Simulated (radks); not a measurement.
Results of a calculation; reference values are marked as such.
Ionisation of Te, [Kr] 4d10 5s2 5p4, to Te+, [Kr] 4d10 5s2 5p3, under several functionals. Dirac Kohn-Sham, spin-unpolarised, spherical densities, finite nucleus; open shells fill j = l - 1/2 first; a radial shooting solver on a logarithmic mesh with Libxc functionals.

functional                                        E(Te) (hartree)  Exc (hartree)  IE (eV)  -e(HOMO) (eV)  <r> HOMO (bohr)  IE error (eV)
exchange-only PBE                                     -6793.84377     -173.24364    8.481          4.809            2.786         -0.529
B86b exchange with PBE correlation                    -6797.36243     -176.82012    9.369          5.636            2.721         +0.359
BP86                                                  -6797.80419     -177.26511    9.479          5.740            2.717         +0.469
SOGGA                                                 -6793.32608     -172.73375    9.286          5.552            2.716         +0.276
LDA (Slater exchange, VWN5 correlation)               -6790.99888     -170.37676    9.523          5.770            2.715         +0.513
RPBE                                                  -6796.95133     -176.40442    9.309          5.586            2.727         +0.299
OLYP                                                  -6799.23845     -178.81069    9.179          5.444            2.722         +0.170
PBEsol                                                -6793.71525     -173.12522    9.371          5.632            2.714         +0.362
LDA (Slater exchange, Perdew-Zunger correlation)      -6790.97788     -170.35539    9.528          5.776            2.716         +0.519

NIST Atomic Spectra Database: 9.010 eV (measured). Closest: OLYP. The Delta-SCF values span 1.05 eV, the total energies 8.26 hartree. The highest occupied level is 5p3/2. Spin polarisation and multiplet splitting are left out, so open shells lie too high by an amount that depends on their filling.

Beside tabulated values, note that spin-unpolarised runs miss the spin-polarisation part of the exchange energy of open shells.
